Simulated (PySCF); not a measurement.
**Correlation energy of Ca (calcium, neutral)**

Starting occupation: [Ar] 4s1 5s1, 4s1/2 with m_j = +1/2, 5s1/2 with m_j = +1/2. All numbers are calculated (PySCF 2.14, X2C-1e with screened-nucleus spin-orbit coupling, Gaussian nucleus, in x2c-SVPall-2c with one added diffuse shell of s type (6s5p2d, 31 functions)). Frozen: [Ne]; 10 electrons correlated; the 6 highest virtual spinors left out.

MP2 pair energies summed by pair of shells (mhartree):

| pair | energy | share (%) |
| --- | --- | --- |
| 3p1/2-3p3/2 | -43.55 | 39.2 |
| 3p3/2-3p3/2 | -42.13 | 37.9 |
| 3p1/2-3p1/2 | -10.11 | 9.1 |
| 3p3/2-4s1/2 | -6.15 | 5.5 |
| 3s1/2-3s1/2 | -3.06 | 2.8 |
| 3p1/2-4s1/2 | -2.87 | 2.6 |
| 3p3/2-3s1/2 | -1.72 | 1.5 |
| 3p1/2-3s1/2 | -0.88 | 0.8 |
| 3p3/2-5s1/2 | -0.24 | 0.2 |
| 3s1/2-4s1/2 | -0.20 | 0.2 |
| 3p1/2-5s1/2 | -0.11 | 0.1 |
| 4s1/2-5s1/2 | -0.02 | 0.0 |
| 3s1/2-5s1/2 | -0.01 | 0.0 |

Total MP2 correlation energy: -111.06 mhartree.

This basis was not built for core-valence correlation, so the inner-shell part is incomplete.
